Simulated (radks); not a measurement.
Q: These are the eigenvalues of the occupied orbitals of an atom or ion with whole-number occupations (hartree). All-electron calculation, Dirac Kohn-Sham, Wu-Cohen GGA, spin-unpolarised, spherical densities, finite nucleus; Fermi nuclear charge, rms radius of each element as measured or else 0.836 A^(1/3) + 0.57 fm. Program: a radial shooting solver on a logarithmic mesh with Libxc functionals.

| orbital | eigenvalue |
|---|---|
| 1s1/2 | -654.8839 |
| 2s1/2 | -90.93093 |
| 2p1/2 | -83.28278 |
| 2p3/2 | -80.12706 |
| 3s1/2 | -15.09781 |
| 3p1/2 | -12.24897 |
| 3p3/2 | -11.74646 |
| 3d3/2 | -6.71548 |
| 3d5/2 | -6.62370 |
| 4s1/2 | -2.24484 |
| 4p1/2 | -1.48028 |
| 4p3/2 | -1.41468 |
| 4d3/2 | -0.36939 |
| 5s1/2 | -0.36588 |

Which element is it, and in what charge state? The configuration may be excited. Open shells, if any, fill j = l - 1/2 first.

A: Z = 40, zirconium, charge +1: Zr+ in [Kr] 4d2 5s1. The list shows which subshells hold electrons but not how many an open one holds; the 1s level, -654.88 hartree, gives Z - s = 36.2 by -(Z - s)^2/2, which with screening and relativity narrows Z to a few neighbours, and the depths of the outer levels then fix element, charge and occupations together.
